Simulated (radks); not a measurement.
All-electron atom: the promethium ion Pm+ in [Xe] 4f4 6s1 6p1 (not the ground configuration).

All-electron calculation, scalar-relativistic Kohn-Sham, PBE, spin-unpolarised, spherical densities, finite nucleus; Fermi nuclear charge, rms radius 4.962 fm. Program: a radial shooting solver on a logarithmic mesh with Libxc functionals.

Energy parts (eV):
total: -272645.10
kinetic: 290774.97
electron-nucleus: -661989.64
Hartree: 104773.46
exchange-correlation: -6203.89

Orbitals (lengths in bohr, moments of r in powers of bohr; r(max) is where P^2 peaks):
orbital,occ.,eigenvalue (eV),r(max),<1/r>,<r^4>,<r>
1s,2,-45033.50,0.01479,67.42,1.417e-06,0.02318
2s,2,-7335.836,0.08380,15.59,0.0002296,0.09897
2p,6,-6553.184,0.06762,14.67,0.0001696,0.08711
3s,2,-1613.259,0.2386,5.695,0.009084,0.2605
3p,6,-1367.465,0.2338,5.375,0.009496,0.2588
3d,10,-1030.441,0.1918,5.100,0.007714,0.2362
4s,2,-333.9960,0.5517,2.390,0.2272,0.5920
4p,6,-253.1849,0.5755,2.203,0.2973,0.6264
4d,10,-138.9653,0.6014,1.933,0.4809,0.6849
5s,2,-54.7934,1.275,0.9391,7.300,1.410
5p,6,-34.7142,1.435,0.8022,13.72,1.628
4f,4,-17.0886,0.6266,1.384,3.616,0.9467
6s,1,-10.4310,3.285,0.3445,328.5,3.663
6p,1,-6.8197,4.042,0.2764,765.1,4.518

The highest occupied level is 6p at -6.820 eV. The density falls to 0.001 e/bohr^3 at r = 5.19 bohr.
